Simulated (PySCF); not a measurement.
germanium monotelluride cation (GeTe), SMILES [Ge]=[Te] (connectivity only; charge and spin as stated), charge +1, multiplicity 2.

Geometry optimised at PBE-D3(BJ)/def2-TZVP. The multiplicity is an assumed one; other spin states were not compared. The def2 effective core potentials stand for the cores of Te; spin–orbit coupling is left out.

These are PySCF 2.14.0 with PBE-D3(BJ)/def2-TZVP values and carry that method's errors.

Frequencies are harmonic and unscaled.

**Question.** Give all harmonic wavenumbers and intensities. (Estimate from the structure and the level; the computed values follow.)

**Answer.** 
| mode | ν (cm⁻¹) | IR (km/mol) | moving atoms (share of kinetic energy) |
|---|---|---|---|
| 1 | 259 | 16.7 | Ge 64 %, Te 36 % |
